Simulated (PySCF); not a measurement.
Species: ClH6PSi2.
Z-matrix (Å and degrees, PBE0-D3(BJ)/def2-SVP geometry), rows numbered from 1:
```
Si
Si  1  2.3405
P   2  2.2636  1  113.16
Cl  2  2.0824  1  107.37  3  -117.62
H   1  1.4947  2  107.66  3    58.14
H   1  1.4964  2  109.22  3   -60.16
H   1  1.4942  2  111.98  3   178.56
H   2  1.4933  1  112.57  3   123.15
H   3  1.4300  2   92.61  1   -44.21
H   3  1.4322  2   92.48  1    49.39
```

The calculation used MP2 and CCSD/aug-cc-pVDZ in PySCF, restricted Hartree–Fock reference, frozen core, non-relativistic, gas phase, PBE0-D3(BJ)/def2-SVP geometry.

E(HF) = -1381.65497 Eh.

(1) How large is the problem?

(2) What are the MP2 and CCSD correlation energies?

(3) What is the T1 diagnostic?

(4) How does correlation change the dipole moment?

Answers

(1) 162 basis functions and 66 electrons; 20 orbitals frozen, which leaves o = 13 correlated occupied and v = 129 virtual orbitals. That is o·v = 1677 singles and o·v(o·v + 1)/2 = 1407003 distinct closed-shell doubles amplitudes before symmetry; the costliest CCSD step grows as o²v⁴ = 4.7 × 10^10.

(2) MP2 -0.4877 Eh and CCSD -0.5593 Eh, which gives totals of -1382.14269 and -1382.21427 Eh. That is 0.585 eV for each correlated electron at CCSD (1468 kJ/mol in all, 0.040 % of the total energy); MP2 gives 87.2 % of the CCSD value.

(3) 0.0131, below the customary warning level of 0.02. It is the norm of the spatial-orbital singles amplitudes over the root of the number of correlated electrons, so the norm is 0.067.

(4) HF gives 1.99 D and CCSD (unrelaxed density) 1.74 D, a change of -0.25 D.

Connected triples and the basis-set limit are missing.

The job also held the EOM ionisation roots. The run took 4.8 min of wall time on one thread, AMD EPYC 7R43 (x86_64), shared host, and the process peaked at 2.9 GiB of memory.

One conformer stands for the species.
